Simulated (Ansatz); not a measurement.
`OBSCO` and `OCS[SiH2]S` differ in one atom or group.

Ansatz, PBE0-D4/def2-TZVP geometries, multiplicity 1. Each molecule was computed in one conformer, which needn't be the lowest.

```json
{"property": "HOMO–LUMO gap (PBE/def2-TZVPP) / eV", "`OBSCO`": "5.17"}
{"property": "LUMO energy (B3LYP/def2-TZVPP) / eV", "`OBSCO`": "-0.30"}
{"property": "size of the dipole moment (ωB97M-V/def2-TZVPP) / D", "`OBSCO`": "0.75"}
{"property": "LUMO energy (PBE/def2-TZVPP) / eV", "`OBSCO`": "-1.02"}
{"property": "HOMO energy (PBE0/def2-TZVPP) / eV", "`OBSCO`": "-7.43"}
{"property": "HOMO–LUMO gap (PBE0/def2-TZVPP) / eV", "`OBSCO`": "7.36"}
```

Give the same properties after the change, and the shifts. (Estimate.)

The calculation gave: 
```csv
property,`OCS[SiH2]S`,shift
HOMO–LUMO gap (PBE/def2-TZVPP) / eV,5.04,-0.13
LUMO energy (B3LYP/def2-TZVPP) / eV,-0.44,-0.14
size of the dipole moment (ωB97M-V/def2-TZVPP) / D,2.41,1.66
LUMO energy (PBE/def2-TZVPP) / eV,-1.11,-0.09
HOMO energy (PBE0/def2-TZVPP) / eV,-7.37,0.06
HOMO–LUMO gap (PBE0/def2-TZVPP) / eV,7.18,-0.18
```

With PBE0 the HOMO rises by 0.06 eV and the LUMO falls by 0.13 eV, so the gap narrows by about 0.19 eV. PBE moves the HOMO by 0.03 eV and ωB97M-V by 0.08 eV. Dipoles are sizes alone; their direction can turn.

B3LYP here is the variant with VWN-RPA as its local correlation; programs differ in this.
